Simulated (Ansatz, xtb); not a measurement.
Relative energy of two isomers of Ge2H9NSi

Structure I: `[SiH3][NH][GeH2][GeH3]`, a singlet. Structure II: `N[SiH]([GeH3])[GeH3]`, a singlet. Both are isolated molecules in the gas phase, relaxed with PBE0-D3(BJ)/def2-SVP; the shapes shown needn't be the lowest conformers.

I (Å):

```xyz
13

Ge   -0.9678    0.3245   -0.8899
Ge    0.8963    0.4513    0.6634
N    -0.5809    1.2519   -2.4372
Si   -1.0329    2.8779   -2.8418
H    -2.2952    3.1904   -2.1069
H    -1.2566    2.9982   -4.3166
H    -0.0169    3.9170   -2.4677
H     0.1439    0.8263   -3.0087
H    -1.2686   -1.1435   -1.2625
H    -2.2271    0.9877   -0.3029
H     2.1721   -0.0934   -0.0089
H     1.1504    1.9185    1.0575
H     0.6361   -0.3662    1.9438
```

II (Å):

```yaml
atoms:
  - { symbol: Ge, position_ang: [-1.3927, -1.4974, 3.0798] }
  - { symbol: Ge, position_ang: [1.9626, -0.6718, 1.2395] }
  - { symbol: N, position_ang: [-1.0852, 0.3114, 0.2880] }
  - { symbol: Si, position_ang: [-0.2168, 0.1166, 1.7838] }
  - { symbol: H, position_ang: [-2.0840, 0.4884, 0.3179] }
  - { symbol: H, position_ang: [-0.6564, 0.8396, -0.4651] }
  - { symbol: H, position_ang: [-0.0587, 1.3544, 2.6273] }
  - { symbol: H, position_ang: [-1.3251, -2.8866, 2.4175] }
  - { symbol: H, position_ang: [-0.8016, -1.6041, 4.4989] }
  - { symbol: H, position_ang: [-2.8803, -1.1066, 3.2116] }
  - { symbol: H, position_ang: [2.6263, 0.2497, 0.1937] }
  - { symbol: H, position_ang: [2.8666, -0.7037, 2.4870] }
  - { symbol: H, position_ang: [1.8992, -2.0921, 0.6466] }
```

Which of the two would you expect CCSD(T)/def2-SVP + ΔMP2/def2-TZVPP electronic energies to favour?

Structure I; the calculation gives E(II) − E(I) = +2.9 kcal/mol.

Level by level:

```csv
level,geometry,E(II) − E(I) (kcal/mol),departure from the last row (kcal/mol),"job, with rough time for the two"
PBE0-D3(BJ)/def2-SVP,PBE0-D3(BJ)/def2-SVP,−1.0,−3.9,"optimisation, 82 s"
HF/def2-SVP,PBE0-D3(BJ)/def2-SVP,+6.4,+3.4,part of the CCSD(T) run
MP2/def2-SVP,PBE0-D3(BJ)/def2-SVP,+4.8,+1.9,part of the CCSD(T) run
CCSD(T)/def2-SVP,PBE0-D3(BJ)/def2-SVP,+4.0,+1.1,single point
CCSD(T)/def2-SVP + ΔMP2/def2-TZVPP,PBE0-D3(BJ)/def2-SVP,+2.9,,"single point, 35 s"
```

As drawn, II has 2 Ge–Si, 1 N–H, 1 Ge–H in place of 1 Ge–N, 1 Ge–Ge, 2 Si–H.

PBE0-D3(BJ)/def2-SVP puts the two in the other order. The largest departure from CCSD(T)/def2-SVP + ΔMP2/def2-TZVPP is that of PBE0-D3(BJ)/def2-SVP, 3.9 kcal/mol. A small imaginary or near-zero mode remains, so no thermal terms are given. Levels run at GFN2-xTB geometries aren't shown. The last row adds to CCSD(T) the change of the MP2 difference between the two basis sets, here −1.1 kcal/mol.

The correlated steps freeze 24 core orbitals; the filled d shell of Ge is correlated, in a basis made for valence electrons. Programs: Ansatz 0.2.0, xtb 6.7.1; the last row on 4 threads of Intel(R) Xeon(R) Platinum 8375C CPU @ 2.90GHz (Ice Lake) on a shared host.
